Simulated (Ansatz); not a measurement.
Stepwise reaction of `[SiH3]N[SiH2]Cl` with ammonia, as a gas-phase model of exchange steps in deposition or etching. ΔE in kJ/mol.

Isolated molecules relaxed with PBE0-D4/def2-TZVP in Ansatz; ΔE leaves out vibrations. CCSD(T)/CBS adds triple-zeta CCSD(T) − MP2 to the extrapolated MP2 energy (def2 sets, frozen cores). This one scheme is used for every species. Functionals use def2-TZVPP. B3LYP here is the variant with VWN-RPA as its local correlation; programs differ in this. Each species was taken in one conformer, which may not be the lowest.

| step | reaction | PBE-D4 | B3LYP-D4 | ωB97M-V | CCSD(T)/CBS |
| --- | --- | --- | --- | --- | --- |
| 1 | `[SiH3]N[SiH2]Cl` + NH₃ → `N[SiH2]N[SiH2]Cl` + H₂ | -42.4 | -44.9 | -46.0 | -45.3 |
| 2 | `N[SiH2]N[SiH2]Cl` + NH₃ → `N[SiH2]N[SiH](N)Cl` + H₂ | -51.8 | -54.5 | -54.9 | -52.3 |

By hand: ΔE of the 2 steps together at CCSD(T)/CBS.

(-45.3) + (-52.3) = -97.6 kJ/mol, or -48.8 kJ/mol a step.

In ΔE each step is lower than the one before. All are downhill at CCSD(T)/CBS. PBE-D4 differs from CCSD(T)/CBS by 0.5 to 2.9 kJ/mol a step. Isolated molecules leave out the surface, adducts and barriers. Largest T1 diagnostic: 0.010.
